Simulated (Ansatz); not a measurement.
Reaction (formal exchange of groups at the Si–Br bond): `CN[SiH](O)Br` + CH₄ → `CN[SiH](C)O` + HBr

Gas-phase electronic energies from Ansatz, PBE0-D4/def2-TZVP geometries. CBS: MP2 limit from def2 TZ/QZ plus the TZ coupled-cluster correction, frozen cores. This one scheme is used for every species. DFT in def2-TZVPP. B3LYP here is the variant with VWN-RPA as its local correlation; programs differ in this. For Br outer-core shells are correlated without core-valence functions, which leaves a few kJ/mol of doubt a bond. Scalar relativity is left out up to krypton. One conformer a species, not always the lowest.

```csv
level,ΔE (kcal/mol),difference from CCSD(T)/CBS
PBE-D4,25.5,-0.8
r2SCAN-D4,26.6,0.3
PBE0-D4,25.9,-0.4
B3LYP-D4,26.0,-0.3
ωB97X-V,25.6,-0.7
ωB97M-V,25.7,-0.6
B2PLYP,26.1,-0.2
PBE,25.3,-1.0
r2SCAN,26.6,0.3
MP2/def2-TZVPP,26.7,0.4
SCS-MP2/def2-TZVPP,26.2,-0.1
HF/def2-QZVPP,27.3,1.0
MP2/def2-QZVPP,27.3,1.0
SCS-MP2/def2-QZVPP,26.8,0.5
MP2/CBS(def2),27.9,1.6
CCSD/CBS(def2),26.2,-0.1
CCSD(T)/CBS,26.3,0
```

Largest T1 diagnostic among the species: 0.010.

In def2-TZVPP, CCSD(T) changes the Hartree–Fock value by −2.4 kcal/mol (the triples alone add +0.0 kcal/mol) and MP2 by −0.8 kcal/mol.
